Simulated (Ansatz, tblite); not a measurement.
Removing an electron: Ge2O4⁻ (the lowest doublet isomer of a short search). The state is a doublet with charge -1. Geometry: PBE-D4/def2-SVPD. Ansatz, gas phase; energy differences of separate SCF runs; the oxidised species is a singlet (the triplet lies 0.78 eV higher at PBE0-D4/def2-TZVPD).

```xyz
6

Ge   -0.7689   -0.8756    0.3966
Ge    1.2567    0.7257   -0.4309
O    -0.0623   -0.5188   -1.2047
O     0.3416    0.2366    1.2455
O     1.1927    2.3591   -0.9240
O    -1.9597   -1.9270    0.9176
```

The xTB rows come from tblite. The structure comes from a short search, and lower isomers may exist.

```
               level  −HOMO (eV)  vertical IE (eV)  −LUMO (eV)  HOMO–LUMO gap (eV)
            GFN1-xTB           –              8.46           –                   –
            GFN2-xTB           –              9.04           –                   –
   PBE-D4/def2-TZVPD        1.10              3.95        0.16                0.95
r2SCAN-D4/def2-TZVPD        1.43              4.17       -0.14                1.57
  PBE0-D4/def2-TZVPD        2.30              4.27       -0.77                3.07
```

  HOMO and LUMO are the levels of the spin that leaves or enters (xTB has no such levels and no spin-polarisation term). Other spin states of the ions may lie lower, which would lower the ionisation energy or raise the affinity. Raw xTB energy differences between charge states are shifted by several eV; the methods need an empirical correction for them.
